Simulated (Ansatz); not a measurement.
Compare A (`CN[SiH2]C=O`) with its isomer B (`CC(=O)[SiH2]N`).

Gas-phase electronic energies from Ansatz, PBE0-D4/def2-TZVP geometries. CBS: MP2 limit from def2 TZ/QZ plus the TZ coupled-cluster correction, frozen cores. DFT in def2-TZVPP. B3LYP here is the variant with VWN-RPA as its local correlation; programs differ in this. Each species was taken in one conformer, which may not be the lowest.

A:

```xyz
12

C     0.165    1.763    0.033
N    -0.734    0.708   -0.393
Si   -0.222   -0.890   -0.685
C     0.422   -1.818    0.878
O     0.424   -1.311    1.973
H    -0.188    2.738   -0.316
H     1.152    1.602   -0.410
H     0.294    1.806    1.120
H    -1.688    0.849   -0.103
H    -1.362   -1.683   -1.218
H     0.919   -0.903   -1.643
H     0.817   -2.861    0.764
```

B:

Z-matrix (Å, degrees):
```
C
C 1 1.504
H 1 1.095 2 109.7
H 1 1.091 2 110.7 3 -121.5
H 1 1.095 2 109.8 3 116.8
O 2 1.212 1 121.7 3 120.9
Si 2 1.938 1 119.7 3 -59.3
N 7 1.711 2 114.1 1 178.2
H 7 1.488 2 106.9 1 -60.7
H 7 1.488 2 107.5 1 57.1
H 8 1.009 7 118.2 2 66.2
H 8 1.008 7 118.2 2 -70.0
```

(1) Which isomer does CCSD(T)/CBS put lower? Give the gap. (Estimate.)

(2) Give E(B) − E(A) in kcal/mol with B3LYP-D4, HF/def2-TZVPP, MP2/def2-TZVPP, r2SCAN-D4, PBE-D4, PBE0-D4, ωB97M-V. (Estimate.)

Largest T1 diagnostic: 0.014.

## Answers

(1) Ansatz gave: B, by 17.5 kcal/mol.

(2) Ansatz gave: B3LYP-D4 -16.8, HF/def2-TZVPP -16.1, MP2/def2-TZVPP -17.7, r2SCAN-D4 -18.7, PBE-D4 -17.7, PBE0-D4 -17.7, ωB97M-V -17.5. None reverses the order clearly.

In def2-TZVPP, CCSD(T) changes the Hartree–Fock value by −0.8 kcal/mol (the triples alone add −0.3 kcal/mol) and MP2 by −1.6 kcal/mol.
